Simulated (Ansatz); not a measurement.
```yaml
crystal:
  periodic: [false, false, false]
  atoms:
    - {symbol: Tc, position_ang: [-0.093114, 0.063725, -0.135850]}
    - {symbol: O, position_ang: [0.086798, 0.017352, 1.783572]}
    - {symbol: O, position_ang: [1.547642, -0.205717, -0.646944]}
    - {symbol: O, position_ang: [-0.855844, 1.367974, -0.539381]}
    - {symbol: H, position_ang: [-0.823678, -1.455718, -0.553617]}
basis:
  gaussian: {orbitals: def2-SVPD}
hamiltonian: {xc: {name: revPBE}}
output: {forces: true}
```

```sh
$ ansatz run in.yaml --threads 4 --pin off --events-out ev --progress --plain --max-ram 3916MiB
```

It prints (some lines left out):

```
Functional definition: revPBE
942 factors; their error is unknown
mean field evaluation 1: about -8324.9574 eV, gradient 1.2e2 eV
mean field evaluation 2: about -7942.2872 eV, gradient 3.4e2 eV
mean field evaluation 4: about -8339.7832 eV, gradient 7.9e1 eV
mean field evaluation 8: about -8351.9112 eV, gradient 8.6e0 eV
mean field evaluation 16: about -8352.0238 eV, gradient 4.8e-2 eV
mean field -8352.02384444 eV, -306.9312150779 hartree, gradient 5.9e-5 eV, S^2 0.000000; 0 other end points of the search recorded, 0 dependent functions left out
reference -8352.02390154 eV, -306.9312171766 hartree; 20, 20 occupied and 91, 91 virtual orbitals, 942 factors
Total energy: -8352.02390154 eV, -306.9312171766 hartree
Atom 0 at    -0.093114     0.063725    -0.135850 Å, force     6.908669    -8.414997     9.130076 eV/Å
Atom 1 at     0.086798     0.017352     1.783572 Å, force    -1.095847     0.016568    -5.744690 eV/Å
Atom 2 at     1.547642    -0.205717    -0.646944 Å, force    -1.933766     0.840042    -0.456842 eV/Å
Atom 3 at    -0.855844     1.367974    -0.539381 Å, force    -3.832364     6.682788    -2.939165 eV/Å
Atom 4 at    -0.823678    -1.455718    -0.553617 Å, force    -0.046691     0.875599     0.010620 eV/Å
Dipole moment:    -0.309665    -0.055545    -0.376408 e Å
```

Hardware: 4 threads of Arm Neoverse V1 on a shared host. Wall time 1 s.

In the def2 sets Tc takes a core potential; there is no spin–orbit coupling. The restricted singlet is unstable towards broken spin symmetry in Hartree–Fock (as tested in another run); at RKS revPBE/def2-SVPD this wasn't settled.
